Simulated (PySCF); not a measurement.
Broadened absorption spectrum of MoSeF4

Species: MoSeF4 (singlet state).
SMILES: `[F][Mo]([F])([F])([F])=[Se]`

Method used: TDDFT PBE0/def2-SVPD, vertical, gas phase, core orbitals frozen in the response, def2 core potentials past Kr (PySCF 2.14.0, density-fitted response routines). Isolated species at its PBE0-D3(BJ)/def2-SVP geometry, gas phase. Spin–orbit coupling is left out.

Broadening: Gaussians 0.5 eV wide at half height, area fixed by f = 4.319×10⁻⁹ ∫ε dν̃. The width is an assumption, not a result. The curve ends short of the highest state used, and states not computed would add to its high-energy end.

```csv
E (eV),ε (L mol⁻¹ cm⁻¹)
2.19,0
2.28,0
2.36,1
2.45,3
2.54,7
2.63,14
2.72,24
2.80,32
2.89,39
2.98,39
3.07,33
3.16,23
3.24,14
3.33,7
3.42,3
3.51,1
3.59,0
3.68,0
3.77,0
3.86,0
3.95,2
4.03,8
4.12,33
4.21,112
```

Question: Locate the maxima and give the states behind the curve.

Answer: 422 nm (2.94 eV), ε about 40, made up of S1 (50%) and S2 (50%) (ε in L mol⁻¹ cm⁻¹; maxima over ε = 5, shares over 10%). At its high-energy end, 4.21 eV, the curve is still rising (ε about 110, from S7, S8 and S9). The states used: S1 2.94 eV (f 0.0004); S2 2.94 eV (f 0.0004); S3 3.11 eV (f 0.0000); S4 3.41 eV (f 0.0000); S5 3.49 eV (f 0.0000); S6 4.51 eV (f 0.0000); S7 4.69 eV (f 0.0030); S8 4.69 eV (f 0.0030); S9 4.81 eV (f 0.088).

Question: Coming from long wavelengths, where does ε first pass 100 L mol⁻¹ cm⁻¹?

Answer: At about 295 nm (4.20 eV), 1.26 eV above S1.

Question: On this curve, what absorbance would a 10⁻⁴ mol/L sample give at 450 nm over a 1 cm path?

Answer: 450 nm is 2.755 eV, where ε is about 28 L mol⁻¹ cm⁻¹, so A = ε c l ≈ 0.0028 (Beer–Lambert, with the gas-phase spectrum and the assumed width).

Question: Does any computed singlet lie in the visible range?

Answer: 3 computed singlets (S1 to S3) lie in the visible range (380 to 750 nm), S1 for one at 422 nm, dark in the vertical dipole picture (f under 0.0005); light of that wavelength is violet, and its complementary colour is yellow-green; a Tamm–Dancoff triplet lies at 528 nm, without intensity as long as spin–orbit coupling is left out.

The run took 49 s of wall time on one thread of an x86-64 server, no GPU, shared host.
